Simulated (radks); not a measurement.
Neutral cerium inside a hard spherical wall (all orbitals vanish at R), configuration held at [Xe] 4f1 5d1 6s2 and not refilled when levels cross. Calculated with a radial shooting solver on a logarithmic mesh with Libxc functionals: scalar-relativistic Kohn-Sham, LDA (Slater exchange, VWN5 correlation), spin-polarised, spherical densities, point nucleus; open shells are filled with parallel spins first (spin-orbit coupling, left out, can overturn this in heavy ions). Eigenvalues in eV for spin up, with the zero of energy where the potential of the charges vanishes at infinity; a dash marks a level that is unbound or too diffuse for the functional's potential to be trusted. A positive occupied level is held by the wall or, in an anion where self-interaction has pushed it up, behind a barrier. The pressure on the wall is -dE/dV.

R (bohr)  E (hartree)  kinetic (hartree)    e(5p)   e(4f)   e(6s)   e(5d)  e(6p, empty)  e(7s, empty)  pressure (GPa)
free       -8853.9223           9382.410  -23.605  -5.937  -4.028  -3.424        -1.481        -0.097               0
20         -8853.9223           9382.410  -23.605  -5.937  -4.028  -3.424        -1.480         0.019        < 0.0001
7          -8853.8644           9382.740  -22.146  -4.402  -2.529  -2.112         1.100        10.836            2.61
6          -8853.7720           9383.145  -20.953  -3.093  -0.801  -0.918         3.709        18.697            9.47
4          -8852.6608           9387.437  -14.428   4.664  14.653   7.245        24.424        69.519             227
2          -8824.0753           9478.358   64.470  70.856  235.25  110.18        267.44        530.09           36300
1.5        -8758.6889           9664.827   217.92  153.58  588.25  284.67        632.97        1160.6          259000
